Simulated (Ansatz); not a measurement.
Relaxation of C2H7BO (11 atoms, charge 0, multiplicity 1), to a largest force component of 0.02 eV/Å in at most 40 steps.

The calculation used Ansatz 0.2.0, RHF/def2-SVP.

```xyz
11
Properties=species:S:1:pos:R:3:forces:R:3
B 0.000 0.000 0.000 0.42 0.10 -0.21
C 0.000 0.000 1.600 -0.15 -0.33 -0.25
H -1.000 -0.309 1.970 0.64 0.29 0.06
H 0.768 -0.711 1.970 -0.36 0.53 0.03
H 0.232 1.020 1.970 -0.05 -0.56 -0.06
O 1.221 0.000 -0.705 -0.11 -3.08 0.15
H 1.521 -0.952 -0.860 -0.71 2.97 0.38
C -1.386 0.000 -0.800 0.50 0.13 -0.42
H -1.946 -0.930 -0.571 0.11 0.56 -0.09
H -1.990 0.880 -0.495 0.11 -0.58 -0.17
H -1.184 0.051 -1.890 -0.39 -0.03 0.58
```

Problem. Where does it end, and by what steps?

Solution. It converged. The force dipped under the threshold on the way, but the program's further checks kept it going. After 18 steps the energy has fallen by 0.765 eV; H7 moved furthest, 0.64 Å.

```tsv
step	energy less start (eV)	largest force component (eV/Å)	accepted
0	0.0000	3.079	yes
1	-0.1906	1.131	yes
2	-0.2239	0.521	yes
3	-0.3187	0.793	yes
4	-0.4801	1.587	yes
5	-0.6877	0.608	yes
6	-0.6649	2.748	no
7	-0.7364	0.800	yes
8	-0.7615	0.123	yes
9	-0.7292	0.909	no
10	-0.7637	0.020	yes
11	-0.7641	0.042	yes
12	-0.7646	0.061	yes
13	-0.7651	0.055	yes
14	-0.7653	0.030	yes
15	-0.7654	0.005	yes
16	-0.7653	0.045	no
17	-0.7654	0.016	yes
18	-0.7654	0.009	yes
```

```xyz
11
Properties=species:S:1:pos:R:3
B -0.059 -0.179 -0.068
C 0.052 -0.047 1.515
H -0.794 -0.530 2.013
H 0.975 -0.456 1.937
H 0.003 1.013 1.789
O 1.011 -0.533 -0.820
H 1.799 -0.709 -0.331
C -1.424 0.090 -0.827
H -2.062 -0.797 -0.729
H -1.985 0.923 -0.395
H -1.278 0.273 -1.893
```

Whether the end is a true minimum wasn't checked by a vibrational analysis.

The run took 19 s on 1 thread of Intel(R) Xeon(R) 6975P-C (Granite Rapids) (shared host), peak memory 0.18 GiB.
